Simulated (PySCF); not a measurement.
# Orbital levels and atomic charges: Ga25H16N25

System: Ga25H16N25.

Cartesian coordinates (Å):
```
  1 Ga    2.2420   -0.3334   -5.0278
  2 N     1.3372    1.2215   -5.4190
  3 Ga    0.3710    1.9474   -4.0156
  4 N     0.0585    3.8809   -3.8731
  5 N    -2.1417    4.4276   -2.0561
  6 Ga   -2.0463    3.5158   -3.7507
  7 N    -1.6516    1.5739   -3.9147
  8 N    -1.0707   -1.2365   -2.3367
  9 Ga   -0.5912   -2.0453   -4.0196
 10 N    -0.2290   -3.9694   -3.8665
 11 N     2.0108   -4.4436   -2.0575
 12 Ga    1.8839   -3.5083   -3.7529
 13 N     1.4067   -1.6094   -3.9251
 14 Ga    1.0695   -0.7237   -2.2893
 15 N     0.8424    1.1403   -2.3377
 16 Ga    0.5739    2.1046   -0.7538
 17 N     0.8106    3.9790   -0.5629
 18 Ga   -0.2254    4.4619   -2.0342
 19 N    -2.0379    4.2395    1.2016
 20 Ga   -2.3453    3.4187   -0.4782
 21 N    -1.6881    1.6434   -0.7486
 22 Ga   -1.3343    0.6248   -2.2771
 23 N    -1.1545   -1.2146    0.7739
 24 Ga   -0.7933   -2.1848   -0.7377
 25 N    -0.9639   -4.0642   -0.5579
 26 Ga    0.0984   -4.5337   -2.0270
 27 N     1.8801   -4.2800    1.2090
 28 Ga    2.1791   -3.4461   -0.4707
 29 N     1.4824   -1.6877   -0.7458
 30 Ga    1.1967   -0.6357    0.7170
 31 N     0.9552    1.1581    0.7652
 32 Ga    0.4554    1.6530    2.4634
 33 N     0.2712    3.5522    2.8161
 34 Ga   -0.0636    4.2942    1.0842
 35 N    -1.6553    2.6048    4.8095
 36 Ga   -1.7631    3.1613    2.7810
 37 N    -1.5706    1.2488    2.4292
 38 Ga   -1.4002    0.5818    0.7201
 39 N    -1.4524   -1.2874    4.2279
 40 Ga   -0.6376   -1.7035    2.4717
 41 N    -0.4388   -3.6015    2.8232
 42 Ga   -0.0927   -4.3544    1.0948
 43 N     1.4895   -2.6490    4.8095
 44 Ga    1.5944   -3.2021    2.7809
 45 N     1.3856   -1.2923    2.4279
 46 Ga    1.8933   -0.7125    4.2017
 47 N     1.2812    1.2426    4.2156
 48 Ga    0.2799    2.9710    4.7649
 49 Ga   -2.0710    0.6665    4.2048
 50 Ga   -0.4436   -3.0205    4.7724
 51 H     3.7751   -0.5431   -5.2723
 52 H     1.4139    1.7092   -6.3046
 53 H     0.5212    4.4933   -4.5463
 54 H    -2.8834    4.0297   -4.9453
 55 H    -2.0933    1.0745   -4.6910
 56 H    -1.3566   -1.5182   -5.2707
 57 H    -0.6481   -4.6177   -4.5351
 58 H     2.7460   -4.0014   -4.9477
 59 H    -2.2310    3.0082    5.5518
 60 H    -2.3974   -1.6939    4.1624
 61 H     2.0722   -3.0502    5.5472
 62 H     3.4566   -0.5835    4.4603
 63 H     2.2282    1.6439    4.1402
 64 H     0.9892    3.8400    5.8204
 65 H    -3.6324    0.5366    4.4772
 66 H    -1.1468   -3.9015    5.8244
```

Method: PBE/def2-SVP, gas phase, PySCF, fitting set def2-universal-JFIT, grid level 1.

The bonding changed from the starting structure during the optimisation; the coordinates given are those used. Spin-orbit coupling is left out, which matters for the heavier atoms here.

Problem. Give the orbital energies near the gap.

Solution. 
| orbital | eV |
| --- | --- |
| HOMO-4 | -5.66 |
| HOMO-3 | -5.61 |
| HOMO-2 | -5.56 |
| HOMO-1 | -5.48 |
| HOMO | -5.42 |
| LUMO | -3.20 |
| LUMO+1 | -3.00 |
| LUMO+2 | -2.47 |
| LUMO+3 | -2.41 |

Problem. Give the partial charges of the non-hydrogen atoms.

Solution. 
```tsv
atom	Mulliken	IAO	Hirshfeld
Ga1	0.49	0.69	0.40
N2	-0.43	-0.77	-0.35
Ga3	0.52	0.79	0.35
N4	-0.55	-0.73	-0.29
N5	-0.57	-0.77	-0.38
Ga6	0.56	0.63	0.31
N7	-0.56	-0.75	-0.29
N8	-0.70	-0.80	-0.36
Ga9	0.48	0.62	0.31
N10	-0.55	-0.72	-0.29
N11	-0.56	-0.76	-0.38
Ga12	0.58	0.63	0.31
N13	-0.78	-0.82	-0.34
Ga14	0.67	0.77	0.34
N15	-0.71	-0.81	-0.36
Ga16	0.51	0.76	0.33
N17	-0.53	-0.76	-0.36
Ga18	0.55	0.76	0.38
N19	-0.53	-0.75	-0.38
Ga20	0.61	0.77	0.38
N21	-0.71	-0.81	-0.35
Ga22	0.69	0.79	0.36
N23	-0.66	-0.82	-0.37
Ga24	0.54	0.76	0.34
N25	-0.54	-0.76	-0.36
Ga26	0.53	0.76	0.38
N27	-0.53	-0.75	-0.38
Ga28	0.61	0.77	0.37
N29	-0.71	-0.81	-0.35
Ga30	0.66	0.80	0.34
N31	-0.65	-0.82	-0.37
Ga32	0.60	0.75	0.32
N33	-0.67	-0.80	-0.37
Ga34	0.60	0.77	0.40
N35	-0.51	-0.69	-0.28
Ga36	0.66	0.78	0.36
N37	-0.78	-0.82	-0.35
Ga38	0.67	0.80	0.35
N39	-0.53	-0.70	-0.29
Ga40	0.60	0.74	0.32
N41	-0.67	-0.80	-0.37
Ga42	0.59	0.77	0.40
N43	-0.51	-0.69	-0.28
Ga44	0.67	0.78	0.36
N45	-0.77	-0.82	-0.35
Ga46	0.39	0.59	0.33
N47	-0.53	-0.70	-0.29
Ga48	0.52	0.63	0.33
Ga49	0.39	0.59	0.33
Ga50	0.51	0.63	0.33
```
